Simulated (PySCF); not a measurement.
PySCF input for Sn(F)(NH2)3 (FH6N3Sn), SMILES [NH2][Sn]([NH2])([NH2])[F], TDA-PBE/def2-SVPD. Geometry optimised at B3LYP-D3(BJ)/def2-SVP. The structure was generated by enumeration; whether it is a known compound was not checked. The def2 effective core potentials stand for the cores of Sn; spin–orbit coupling is left out. Other conformers were not sampled.

```python
import numpy as np
from pyscf import gto, scf, dft, tdscf

mol = gto.M(
    atom='''
    N     1.93069893   -0.01898108   -0.65952797
    Sn    0.00000000    0.00000000   -0.01924082
    N    -0.94891138    1.68152486   -0.65952796
    N    -0.98178757   -1.66254379   -0.65952796
    F     0.00000001    0.00000001    1.94562377
    H     2.57599958   -0.32312213    0.07057203
    H     2.22601074    0.90765012   -0.97006729
    H    -1.89905345    1.47395680   -0.97006727
    H    -1.00816781    2.39244214    0.07057204
    H    -0.32695731   -2.38160692   -0.97006726
    H    -1.56783176   -2.06932000    0.07057206
    ''',
    basis='def2-SVPD',
    ecp={'Sn': 'def2-svp'},
    charge=0,
    spin=0,
    symmetry=True,
    max_memory=1600,
    verbose=4,
)
mf = dft.RKS(mol, xc='pbe').density_fit(auxbasis='def2-universal-jkfit')
mf.grids.level = 3
mf.conv_tol = 1e-9
mf.max_cycle = 100
mf.kernel()
mf.grids = dft.Grids(mol).set(level=1).build(with_non0tab=True)  # coarser grid for the response kernel
td = tdscf.TDA(mf)
td.singlet = True
td.nstates = 10
td.conv_tol = 1e-4
td.positive_eig_threshold = 1e-6
td.kernel(x0=td.get_init_guess(mf, 15))
td.analyze()
tt = tdscf.TDA(mf)
tt.singlet = False
tt.nstates = 4
tt.conv_tol = 1e-4
tt.positive_eig_threshold = 1e-6
tt.kernel(x0=tt.get_init_guess(mf, 9))
tt.analyze(verbose=3)
```

It prints:

```
PySCF version 2.14.0

[INPUT] verbose = 4
[INPUT] num. atoms = 11
[INPUT] num. electrons = 58
[INPUT] charge = 0
[INPUT] spin (= nelec alpha-beta = 2S) = 0
[INPUT] symmetry True subgroup None
[INPUT] Mole.unit = angstrom
[INPUT] Symbol           X                Y                Z      unit          X                Y                Z       unit  Magmom
[INPUT]  1 N      1.930698930000  -0.018981080000  -0.659527970000 AA    3.648492206691  -0.035869042748  -1.246327234790 Bohr   0.0
[INPUT]  2 Sn     0.000000000000   0.000000000000  -0.019240820000 AA    0.000000000000   0.000000000000  -0.036359880212 Bohr   0.0
[INPUT]  3 N     -0.948911380000   1.681524860000  -0.659527960000 AA   -1.793182624683   3.177621457048  -1.246327215893 Bohr   0.0
[INPUT]  4 N     -0.981787570000  -1.662543790000  -0.659527960000 AA   -1.855309619802  -3.141752433196  -1.246327215893 Bohr   0.0
[INPUT]  5 F      0.000000010000   0.000000010000   1.945623770000 AA    0.000000018897   0.000000018897   3.676696066744 Bohr   0.0
[INPUT]  6 H      2.575999580000  -0.323122130000   0.070572030000 AA    4.867933703195  -0.610612330486   0.133361808755 Bohr   0.0
[INPUT]  7 H      2.226010740000   0.907650120000  -0.970067290000 AA    4.206550648940   1.715210143729  -1.833161500499 Bohr   0.0
[INPUT]  8 H     -1.899053450000   1.473956800000  -0.970067270000 AA   -3.588690916410   2.785374671440  -1.833161462705 Bohr   0.0
[INPUT]  9 H     -1.008167810000   2.392442140000   0.070572040000 AA   -1.905161048503   4.521060413468   0.133361827652 Bohr   0.0
[INPUT] 10 H     -0.326957310000  -2.381606920000  -0.970067260000 AA   -0.617859770325  -4.500584815169  -1.833161443807 Bohr   0.0
[INPUT] 11 H     -1.567831760000  -2.069320000000   0.070572060000 AA   -2.962772635795  -3.910448064085   0.133361865446 Bohr   0.0

nuclear repulsion = 298.67942728643
point group symmetry = C3, use subgroup C1
symmetry origin: [-1.31841359e-09  6.59206798e-10  2.19735578e-10]
symmetry axis x: [-3.55671235e-01 -9.34611134e-01 -1.27053092e-08]
symmetry axis y: [ 9.34611134e-01 -3.55671235e-01 -5.51319070e-10]
symmetry axis z: [-4.00364400e-09 -1.20706116e-08  1.00000000e+00]
num. orbitals of irrep A = 163
number of shells = 69
number of NR pGTOs = 250
number of NR cGTOs = 163
basis = def2-SVPD
ecp = {'Sn': 'def2-svp'}


******** <class 'pyscf.df.df_jk.DFRKS'> ********
method = DFRKS
initial guess = minao
damping factor = 0
level_shift factor = 0
DIIS = <class 'pyscf.scf.diis.CDIIS'>
diis_start_cycle = 1
diis_space = 8
diis_damp = 0
SCF conv_tol = 1e-09
SCF conv_tol_grad = None
SCF max_cycles = 100
direct_scf = False
XC library pyscf.dft.libxc version 7.1.2
    S. Lehtola, C. Steigemann, M. J. T. Oliveira, and M. A. L. Marques,  SoftwareX 7, 1–5 (2018)
XC functionals = pbe
    J. P. Perdew, K. Burke, and M. Ernzerhof,  Phys. Rev. Lett. 77, 3865 (1996)
    J. P. Perdew, K. Burke, and M. Ernzerhof,  Phys. Rev. Lett. 78, 1396 (1997)
    J. P. Perdew, K. Burke, and M. Ernzerhof,  Phys. Rev. Lett. 77, 3865 (1996)
    J. P. Perdew, K. Burke, and M. Ernzerhof,  Phys. Rev. Lett. 78, 1396 (1997)
radial grids:
    Treutler-Ahlrichs [JCP 102, 346 (1995); DOI:10.1063/1.469408] (M4) radial grids

becke partition: Becke, JCP 88, 2547 (1988); DOI:10.1063/1.454033
pruning grids: <function nwchem_prune>
grids dens level: 3
symmetrized grids: True
atomic radii adjust function: <function treutler_atomic_radii_adjust>
small_rho_cutoff = 0
Set gradient conv threshold to 3.16228e-05
Initial guess from minao.
tot grids = 136776
init E= -458.119303416473
  HOMO = -0.699312084983125  LUMO = -0.619255867133642  gap/eV = 2.17844
cycle= 1 E= -479.213054893564  delta_E= -21.1  |g|= 3.29  |ddm|= 12.8

WARN: HOMO 0.0997593652296824 == LUMO 0.0997605082303857

cycle= 2 E= -429.246916214595  delta_E=   50  |g|= 11.1  |ddm|= 34.3
  HOMO = -0.304505650643936  LUMO = -0.142436656013324  gap/eV = 4.41012
cycle= 3 E= -481.447023975626  delta_E= -52.2  |g|= 0.849  |ddm|= 33.4
  HOMO = -0.153081271014471  LUMO = -0.07318084066452  gap/eV = 2.17420
cycle= 4 E= -480.688879064669  delta_E= 0.758  |g|= 2.21  |ddm|=    3
  HOMO = -0.218166429226532  LUMO = -0.0717055831078284  gap/eV = 3.98540
cycle= 5 E= -481.566721204196  delta_E= -0.878  |g|= 0.277  |ddm|= 2.08
  HOMO = -0.251876752614024  LUMO = -0.0824003394582782  gap/eV = 4.61169
cycle= 6 E= -481.57627260082  delta_E= -0.00955  |g|= 0.218  |ddm|= 0.883
  HOMO = -0.235210731422602  LUMO = -0.072784684075657  gap/eV = 4.41984
cycle= 7 E= -481.586360707643  delta_E= -0.0101  |g|= 0.0421  |ddm|= 0.353
  HOMO = -0.237515795046648  LUMO = -0.0752984263802041  gap/eV = 4.41416
cycle= 8 E= -481.586717429871  delta_E= -0.000357  |g|= 0.0101  |ddm|= 0.0444
  HOMO = -0.23710971507525  LUMO = -0.0753235992202441  gap/eV = 4.40242
cycle= 9 E= -481.586739611662  delta_E= -2.22e-05  |g|= 0.00231  |ddm|= 0.0148
  HOMO = -0.237194746787437  LUMO = -0.0753352369992264  gap/eV = 4.40442
cycle= 10 E= -481.58674070991  delta_E= -1.1e-06  |g|= 0.000872  |ddm|= 0.00422
  HOMO = -0.237275761809054  LUMO = -0.0753612174230831  gap/eV = 4.40592
cycle= 11 E= -481.586740887937  delta_E= -1.78e-07  |g|= 0.00015  |ddm|= 0.00156
  HOMO = -0.237288407429015  LUMO = -0.0753723010975982  gap/eV = 4.40596
cycle= 12 E= -481.586740893998  delta_E= -6.06e-09  |g|= 1.91e-05  |ddm|= 0.000216
  HOMO = -0.237286804069722  LUMO = -0.0753705633001935  gap/eV = 4.40597
cycle= 13 E= -481.586740894076  delta_E= -7.81e-11  |g|= 2.61e-06  |ddm|= 2.38e-05
  HOMO = -0.237286380986107  LUMO = -0.0753704750206907  gap/eV = 4.40596
Extra cycle  E= -481.586740894075  delta_E= 1.36e-12  |g|= 4.33e-06  |ddm|= 1.51e-05
converged SCF energy = -481.586740894075
tot grids = 43520
Overwritten attributes  positive_eig_threshold  of <class 'pyscf.tdscf.rks.TDA'>


******** <class 'pyscf.tdscf.rks.TDA'> for <class 'pyscf.df.df_jk.DFRKS'> ********
nstates = 10 singlet
deg_eia_thresh = 1.000e-03
wfnsym = None
conv_tol = 0.0001
eigh lindep = 1e-12
eigh level_shift = 0
eigh max_cycle = 100


Excitation energies (eV)
[4.70994449 4.7100547  4.81357719 6.46638188 6.46643154 6.59532926
 6.59553929 6.61516096 6.72147601 6.72943793]

** Singlet excitation energies and oscillator strengths **
Excited State   1:    A      4.70994 eV    263.24 nm  f=0.0478
      28 -> 30        0.22084
      29 -> 30        0.65677
Excited State   2:    A      4.71005 eV    263.23 nm  f=0.0478
      28 -> 30        0.65677
      29 -> 30       -0.22084
Excited State   3:    A      4.81358 eV    257.57 nm  f=0.0622
      27 -> 30       -0.69253
Excited State   4:    A      6.46638 eV    191.74 nm  f=0.0167
      25 -> 30       -0.41606
      26 -> 30       -0.52375
      29 -> 31        0.17744
Excited State   5:    A      6.46643 eV    191.74 nm  f=0.0167
      25 -> 30       -0.52374
      26 -> 30        0.41608
      28 -> 31        0.17738
Excited State   6:    A      6.59533 eV    187.99 nm  f=0.0174
      25 -> 30        0.12793
      27 -> 32       -0.24767
      28 -> 31        0.13687
      28 -> 32       -0.17356
      28 -> 33        0.25847
      29 -> 31        0.45281
      29 -> 32       -0.26167
      29 -> 33       -0.17032
Excited State   7:    A      6.59554 eV    187.98 nm  f=0.0174
      26 -> 30        0.12783
      27 -> 33        0.24786
      28 -> 31       -0.45253
      28 -> 32       -0.25849
      28 -> 33       -0.17059
      29 -> 31        0.13687
      29 -> 32        0.17381
      29 -> 33       -0.26161
Excited State   8:    A      6.61516 eV    187.42 nm  f=0.0003
      27 -> 31       -0.30632
      28 -> 32        0.27726
      28 -> 33        0.35526
      29 -> 32        0.35047
      29 -> 33       -0.27674
Excited State   9:    A      6.72148 eV    184.46 nm  f=0.0449
      27 -> 31        0.28152
      28 -> 32       -0.29005
      28 -> 33        0.34668
      29 -> 32        0.34856
      29 -> 33        0.29658
Excited State  10:    A      6.72944 eV    184.24 nm  f=0.0090
      27 -> 33       -0.47640
      28 -> 32       -0.30974
      29 -> 31       -0.26176
      29 -> 33       -0.30301

** Transition electric dipole moments (AU) **
state          X           Y           Z        Dip. S.      Osc.
  1         0.6400      0.0703      0.0003      0.4145      0.0478
  2        -0.0704      0.6400      0.0002      0.4145      0.0478
  3         0.0002      0.0002     -0.7262      0.5274      0.0622
  4         0.2937      0.1386     -0.0001      0.1055      0.0167
  5        -0.1387      0.2937     -0.0000      0.1055      0.0167
  6         0.1315     -0.3011      0.0007      0.1080      0.0174
  7        -0.3009     -0.1316     -0.0006      0.1079      0.0174
  8         0.0019     -0.0008     -0.0459      0.0021      0.0003
  9         0.0008     -0.0025      0.5220      0.2725      0.0449
 10        -0.0226      0.2328      0.0056      0.0548      0.0090

WARN: ECP detected. Skipping calculation of transition velocity and magnetic dipole moments, which have not yet been implemented.



******** <class 'pyscf.tdscf.rks.TDA'> for <class 'pyscf.df.df_jk.DFRKS'> ********
nstates = 4 triplet
deg_eia_thresh = 1.000e-03
wfnsym = None
conv_tol = 0.0001
eigh lindep = 1e-12
eigh level_shift = 0
eigh max_cycle = 100


Excitation energies (eV)
[4.18780901 4.18793448 4.2955761  6.16955022]

** Triplet excitation energies and oscillator strengths **
Excited State   1:    A      4.18781 eV    296.06 nm  f=0.0000
Excited State   2:    A      4.18793 eV    296.05 nm  f=0.0000
Excited State   3:    A      4.29558 eV    288.63 nm  f=0.0000
Excited State   4:    A      6.16955 eV    200.96 nm  f=0.0000
```

The run crashed.
